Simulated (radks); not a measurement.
Task: Be I, configuration [He] 2s2. All-electron calculation, scalar-relativistic Kohn-Sham, LDA (Slater exchange, Perdew-Wang correlation), spin-polarised, spherical densities, finite nucleus; Fermi nuclear charge, rms radius 2.519 fm. Program: a radial shooting solver on a logarithmic mesh with Libxc functionals. Some entries of the table are withheld. Estimate them.

orbital  occ.  eigenvalue (Ry)  r(max) (bohr)  <r^2> (bohr^2)
1s          2              (1)            (2)             (3)
2s          2         -0.41161          2.041           8.255
2p          0              (4)            (5)           12.94

Result: 
(1) 1s eigenvalue (Ry): -7.71344
(2) 1s r(max) (bohr): 0.2687
(3) 1s <r^2> (bohr^2): 0.2465
(4) 2p eigenvalue (Ry): -0.15435
(5) 2p r(max) (bohr): 2.282
